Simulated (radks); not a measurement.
Cr II, configuration [Ne] 3s1 3p6 3d5 4f1 (not the ground configuration). All-electron calculation, non-relativistic Kohn-Sham, RPBE, spin-polarised, spherical densities, point nucleus; open shells are filled with parallel spins first. Program: a radial shooting solver on a logarithmic mesh with Libxc functionals.

Radial electron density D(r) = 4 pi r^2 rho(r):

```
   r/bohr * D(r) (the largest magnitude, 30.8, reaches the edge; | marks zero)
 0.003276 | *
 0.004439 |  *
 0.005969 |     *
 0.008089 |        *
  0.01088 |              *
  0.01474 |                     *
  0.01982 |                               *
  0.02686 |                                         *
  0.03611 |                                                *
  0.04894 |                                                  *
  0.06632 |                                             *
  0.08917 |                                       *
   0.1208 |                                        *
   0.1625 |                                                  *
   0.2202 |                                                      *
   0.2961 |                                          *
   0.4012 |                       *
   0.5394 |                  *
   0.7311 |                      *
   0.9829 |                   *
    1.332 |          *
    1.791 |   *
    2.427 |*
    3.263 *
    4.423 *
    5.946 *
    8.059 *
    10.84 *
    14.68 *
    19.74 *
```

D(r) has 4 maxima, at r = 0.0448, 0.207, 0.779, 7.93 bohr, and minima at 0.0997, 0.510, 4.12 bohr, inside which lie 2.14, 10.69, 22.03 electrons.
